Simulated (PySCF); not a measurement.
Isomers C5H11FSi:

A. `InChI=1S/C5H11FSi/c1-3-5(6)7-4-2/h3H,4,7H2,1-2H3/b5-3+`
B. `InChI=1S/C5H11FSi/c1-5(2)7-4-3-6/h3-5H,7H2,1-2H3/b4-3-`
C. SMILES CC/C(=C/[SiH3])CF
D. `[SiH2](C(C)C)/C=C/F`
E. `C(C)(C)[C@@H]1[SiH2][C@H]1F`
F. `C/C=C(/F)[SiH2]CC`

Spectrum 1. 1H NMR (300 MHz, computed): δ 6.24 (m, 1H), 4.38 (m, 2H), 1.78 (d, 3H), 1.15 (m, 3H), 1.01 (m, 2H). 13C{1H} NMR (computed): δ 171.9 (C), 127.7 (CH), 15.5 (CH3), 11.2 (CH3), 8.0 (CH2).

Spectrum 2. 1H NMR (300 MHz, computed): δ 5.90 (m, 1H), 5.48 (m, 2H), 4.18 (d, 3H), 2.18 (q, 2H), 1.05 (t, 3H). 13C{1H} NMR (computed): δ 166.3 (C), 119.3 (CH), 90.9 (CH2), 36.9 (CH2), 17.8 (CH3).

Spectrum 3. 1H NMR (300 MHz, computed): δ 5.03 (m, 1H), 3.04 (m, 1H), 2.49 (m, 1H), 1.32 (d, 3H), 1.13 (m, 1H), 1.11 (d, 3H), 0.69 (m, 1H). 13C{1H} NMR (computed): δ 83.9 (CH), 33.5 (CH), 32.1 (CH), 26.4 (CH3), 25.1 (CH3).

Spectrum 4. 1H NMR (300 MHz, computed): δ 6.75 (m, 1H), 5.42 (m, 1H), 4.31 (m, 2H), 1.10 (m, 6H), 1.01 (m, 1H). 13C{1H} NMR (computed): δ 168.8 (CH), 101.1 (CH), 20.3 (CH3), 16.6 (CH).

Spectrum 5. 1H NMR (300 MHz, computed): δ 5.47 (m, 1H), 4.33 (m, 2H), 1.92 (d, 3H), 1.16 (t, 3H), 0.89 (m, 2H). 13C{1H} NMR (computed): δ 171.6 (C), 130.0 (CH), 12.5 (CH3), 11.3 (CH3), 5.6 (CH2).

Spectrum 6. 1H NMR (300 MHz, computed): δ 7.33 (m, 1H), 5.09 (m, 1H), 4.21 (m, 2H), 1.50 (m, 1H), 1.15 (d, 6H). 13C{1H} NMR (computed): δ 170.2 (CH), 105.7 (CH), 21.2 (CH3), 16.8 (CH).

- σ from GIAO-PBE0/pcSseg-1
- structure optimised with GFN2-xTB
- code: PySCF 2.14.0 with density-fitted response routines
- non-relativistic Hamiltonian, in vacuum, one conformer, rapidly exchanging positions averaged

Chemical shifts δ = σref − σ; 1H and 13C vs TMS, all at this level. Splittings of carbon signals by F and P are missing where no couplings were computed. Where no couplings were computed, multiplicities follow the n + 1 count of equivalent neighbours, and m marks all less simple cases (inequivalent or close neighbours, rings, F or P nearby). Shifts are as computed. Against solution values, carbons near 30 ppm lie about +3 ppm off and those near 130 ppm about +5 ppm. Of 1309 compounds with measured shifts, 239 miss one by over three times the rms of a fit or turn the order of signals round; such compounds aren't used in these exercises.

Question: Match each spectrum to its structure.

Answer: 1–F, 2–C, 3–E, 4–D, 5–A, 6–B.

- Spectrum 1 (F): 5 13C signals; δC 127.7 is an alkene CH; δC 15.5 is an allylic methyl carbon.
- Spectrum 2 (C): 5 13C signals; δC 119.3 is an alkene CH; δC 90.9 is an allylic sp3 CH2 bonded to F.
- Spectrum 3 (E): 5 13C signals; δC 83.9 is a three-membered-ring carbon; δC 33.5 is an sp3 CH.
- Spectrum 4 (D): 4 13C signals; δC 101.1 is an alkene CH; δC 20.3 is a methyl carbon.
- Spectrum 5 (A): 5 13C signals; δC 130.0 is an alkene CH; δC 12.5 is an allylic methyl carbon.
- Spectrum 6 (B): 4 13C signals; δC 105.7 is an alkene CH; δC 21.2 is a methyl carbon.
